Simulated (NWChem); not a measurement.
System: SiHOClF₂; SMILES O[Si](F)(F)Cl

Parts of the log:

```
             Northwest Computational Chemistry Package (NWChem) 7.3.0
             --------------------------------------------------------

 C1  symmetry detected

                             Geometry "geometry" -> ""
                             -------------------------

 Output coordinates in angstroms (scale by  1.889725989 to convert to a.u.)

  No.       Tag          Charge          X              Y              Z
 ---- ---------------- ---------- -------------- -------------- --------------
    1 O                    8.0000     1.32473494    -0.95767979     0.72530255
    2 Si                  14.0000     0.00587190    -0.34425534     0.00508362
    3 F                    9.0000    -1.34084307    -0.81121505     0.73353582
    4 F                    9.0000    -0.02937352    -0.91822685    -1.48211342
    5 Cl                  17.0000     0.00230630     1.68513378    -0.04157096
    6 H                    1.0000     1.61265621    -0.60128415     1.57031370

 Effective nuclear repulsion energy (a.u.)     319.3668524445

                                 NWChem DFT Module
                                 -----------------

 Summary of "ao basis" -> "ao basis" (spherical)
 ------------------------------------------------------------------------------
       Tag                 Description            Shells   Functions and Types
 ---------------- ------------------------------  ------  ---------------------
 O                          pcseg-1                  6       14   3s2p1d
 Si                         pcseg-1                  8       18   4s3p1d
 F                          pcseg-1                  6       14   3s2p1d
 Cl                         pcseg-1                  8       18   4s3p1d
 H                          pcseg-1                  3        5   2s1p

            General Information
            -------------------
          SCF calculation type: DFT
          Wavefunction type:  closed shell.
          No. of atoms     :     6
          No. of electrons :    58
           Alpha electrons :    29
            Beta electrons :    29
          Charge           :     0
          Spin multiplicity:     1
          Use of symmetry is: off; symmetry adaption is: off
          Maximum number of iterations: 150
          AO basis - number of functions:    83
                     number of shells:    37
          Convergence on energy requested:  1.00D-06
          Convergence on density requested:  1.00D-05
          Convergence on gradient requested:  5.00D-04

              XC Information
              --------------
                  TPSS metaGGA Exchange Functional  1.000
             TPSS03 metaGGA Correlation Functional  1.000

             Grid Information
             ----------------
          Grid used for XC integration:  medium
          Radial quadrature: Mura-Knowles
          Angular quadrature: Lebedev.
          Tag              B.-S. Rad. Rad. Pts. Rad. Cut. Ang. Pts.
          ---              ---------- --------- --------- ---------
          O                   0.60       49           9.0       434
          Si                  1.10       88           8.0       590
          F                   0.50       49          10.0       434
          Cl                  1.00       88          10.0       590
          H                   0.35       45          10.0       434
          Grid pruning is: on
          Number of quadrature shells:   368
          Spatial weights used:  Erf1

      Superposition of Atomic Density Guess
      -------------------------------------

 Sum of atomic energies:       -1022.17733781

      Non-variational initial energy
      ------------------------------

 Total energy =   -1023.309204
 1-e energy   =   -2053.348437
 2-e energy   =     710.672381
 HOMO         =      -0.463352
 LUMO         =       0.023152

     ---------------------------------------------
      Total Density - Mulliken Population Analysis
     ---------------------------------------------

    Atom       Charge   Shell Charges
 -----------   ------   -------------------------------------------------------
    1 O    8     8.80   2.00  0.92  0.82  3.18  1.88  0.01
    2 Si  14    12.04   2.00  2.00  0.62  0.04  5.99  0.99  0.07  0.32
    3 F    9     9.59   2.00  0.96  0.97  3.60  2.06  0.00
    4 F    9     9.58   2.00  0.96  0.96  3.60  2.05  0.00
    5 Cl  17    17.38   2.00  2.00  1.22  0.72  5.99  3.90  1.54  0.01
    6 H    1     0.61   0.52  0.04  0.05

   convergence    iter        energy       DeltaE   RMS-Dens  Diis-err
 ---------------- ----- ----------------- --------- --------- ---------
 d= 0,ls=0.0,diis     1  -1025.2780467409 -1.34D+03  2.20D-02  1.10D+00
 d= 0,ls=0.0,diis     2  -1025.1078658565  1.70D-01  1.26D-02  3.19D+00
 d= 0,ls=0.0,diis     3  -1025.3956576439 -2.88D-01  1.94D-03  3.06D-02
 d= 0,ls=0.0,diis     4  -1025.3974134528 -1.76D-03  1.09D-03  7.58D-03
 d= 0,ls=0.0,diis     5  -1025.3983717496 -9.58D-04  2.37D-04  4.29D-04
  Resetting Diis
 d= 0,ls=0.0,diis     6  -1025.3984312040 -5.95D-05  3.78D-05  2.51D-05
 d= 0,ls=0.0,diis     7  -1025.3984332439 -2.04D-06  3.03D-05  2.86D-06
 d= 0,ls=0.0,diis     8  -1025.3984326101  6.34D-07  1.89D-05  1.04D-05
 d= 0,ls=0.0,diis     9  -1025.3984334992 -8.89D-07  2.44D-06  3.10D-08

         Total DFT energy =    -1025.398433499197
      One electron energy =    -2055.258234080150
           Coulomb energy =      789.761328323697
    Exchange-Corr. energy =      -79.268380187269
 Nuclear repulsion energy =      319.366852444525

 Numeric. integr. density =       58.000002381120

                       DFT Final Molecular Orbital Analysis
                       ------------------------------------

 Vector   27  Occ=2.000000D+00  E=-3.420112D-01
              MO Center=  7.5D-01, -3.1D-01,  4.2D-01, r^2= 2.9D+00
   Bfn.  Coefficient  Atom+Function         Bfn.  Coefficient  Atom+Function
  ----- ------------  ---------------      ----- ------------  ---------------
     4      0.381471  1 O  px                68      0.354997  5 Cl px
     6     -0.274603  1 O  pz                 7      0.270288  1 O  px
     5      0.196978  1 O  py                 9     -0.194942  1 O  pz
    36      0.177347  3 F  px                71      0.161848  5 Cl px
    50     -0.153652  4 F  px                 8      0.150698  1 O  py

 Vector   28  Occ=2.000000D+00  E=-3.240944D-01
              MO Center=  3.0D-02,  1.4D+00, -5.0D-02, r^2= 2.0D+00
   Bfn.  Coefficient  Atom+Function         Bfn.  Coefficient  Atom+Function
  ----- ------------  ---------------      ----- ------------  ---------------
    70      0.729134  5 Cl pz                73      0.332763  5 Cl pz
    67     -0.279789  5 Cl pz                51      0.153169  4 F  py
    37     -0.112503  3 F  py                68     -0.111037  5 Cl px
    54      0.108205  4 F  py                 5     -0.090678  1 O  py
     4      0.088490  1 O  px                40     -0.080870  3 F  py

 Vector   29  Occ=2.000000D+00  E=-3.155751D-01
              MO Center=  3.4D-01,  7.4D-01,  2.3D-01, r^2= 3.2D+00
   Bfn.  Coefficient  Atom+Function         Bfn.  Coefficient  Atom+Function
  ----- ------------  ---------------      ----- ------------  ---------------
    68      0.633820  5 Cl px                 5     -0.323799  1 O  py
    71      0.287066  5 Cl px                65     -0.242581  5 Cl px
     8     -0.237173  1 O  py                 6      0.143119  1 O  pz
     4     -0.125780  1 O  px                37      0.119371  3 F  py
     9      0.107392  1 O  pz                 7     -0.096242  1 O  px

 Vector   30  Occ=0.000000D+00  E=-2.839246D-02
              MO Center=  5.3D-01, -1.5D-01,  6.0D-01, r^2= 4.5D+00
   Bfn.  Coefficient  Atom+Function         Bfn.  Coefficient  Atom+Function
  ----- ------------  ---------------      ----- ------------  ---------------
    18      0.941132  2 Si s                  3     -0.587670  1 O  s
    80      0.584363  6 H  s                 17      0.424404  2 Si s
    72      0.375271  5 Cl py                64     -0.321982  5 Cl s
    69      0.298882  5 Cl py                16     -0.284916  2 Si s
    35     -0.255809  3 F  s                 49     -0.238560  4 F  s

 Vector   31  Occ=0.000000D+00  E= 2.183612D-02
              MO Center=  5.4D-01, -3.8D-02,  5.9D-01, r^2= 5.3D+00
   Bfn.  Coefficient  Atom+Function         Bfn.  Coefficient  Atom+Function
  ----- ------------  ---------------      ----- ------------  ---------------
    80      0.807262  6 H  s                 18     -0.651846  2 Si s
     3     -0.452429  1 O  s                 17     -0.446663  2 Si s
    23     -0.378569  2 Si py                72     -0.374386  5 Cl py
    64      0.324279  5 Cl s                 27      0.270329  2 Si pz
     9     -0.251890  1 O  pz                49      0.249269  4 F  s

 Vector   32  Occ=0.000000D+00  E= 3.806446D-02
              MO Center=  1.3D-01, -1.9D-01,  1.8D-01, r^2= 4.2D+00
   Bfn.  Coefficient  Atom+Function         Bfn.  Coefficient  Atom+Function
  ----- ------------  ---------------      ----- ------------  ---------------
    27      0.799026  2 Si pz                24      0.568165  2 Si pz
    80     -0.429494  6 H  s                 49      0.382410  4 F  s
    23      0.282793  2 Si py                26      0.271572  2 Si py
    18      0.268884  2 Si s                 64     -0.258817  5 Cl s
    35     -0.255747  3 F  s                 70     -0.232622  5 Cl pz

     ---------------------------------------------
      Total Density - Mulliken Population Analysis
     ---------------------------------------------

[...]
```

Level: TPSS/pcseg-1. Structure relaxed at the PBE0/def2-SVP level.

Q: Which NWChem input produces such a log?

A: Several could match; the one computed here: the input that was run:
```
start job
memory heap 200 mb stack 900 mb global 1100 mb
geometry units angstroms noautoz
  O      1.327711    -1.029659     0.667469
  Si     0.001322    -0.369556     0.004626
  F     -1.332396    -0.825912     0.763092
  F     -0.092632    -0.904164    -1.494643
  Cl     0.041760     1.659965     0.008964
  H      1.649473    -0.701433     1.511683
end
basis spherical
  * library pcseg-1
end
dft
  xc xtpss03 ctpss03
  iterations 150
  mulliken
end
task dft energy
```
